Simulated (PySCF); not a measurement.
Zr(Me)(H)3 (CH₆Zr), SMILES [CH3][ZrH3], multiplicity 1. The structure is a stationary point at B3LYP-D3(BJ)/def2-TZVP. The multiplicity is an assumed one; no other spin state was optimised. The structure was generated by enumeration; whether it is a known compound was not checked. The def2 effective core potentials stand for the cores of Zr; spin–orbit coupling is left out.

Computed equilibrium geometry at B3LYP-D3(BJ)/def2-TZVP (PySCF confirms it by a frequency run) as bond lengths and angles, and its point group:
point group C3v.
Atoms: Zr1 C2 H3 H4 H5 H6 H7 H8. Bonded distances (Å): Zr1–C2 2.186, Zr1–H6 1.858, Zr1–H7 1.858, Zr1–H8 1.858, C2–H3 1.097, C2–H4 1.097, C2–H5 1.097. Angles (°): C2–Zr1–H6 107.9, C2–Zr1–H7 107.9, C2–Zr1–H8 107.9, H6–Zr1–H7 111.0, H6–Zr1–H8 111.0, H7–Zr1–H8 111.0, Zr1–C2–H3 110.5, Zr1–C2–H4 110.5, Zr1–C2–H5 110.5, H3–C2–H4 108.5, H3–C2–H5 108.5, H4–C2–H5 108.5.
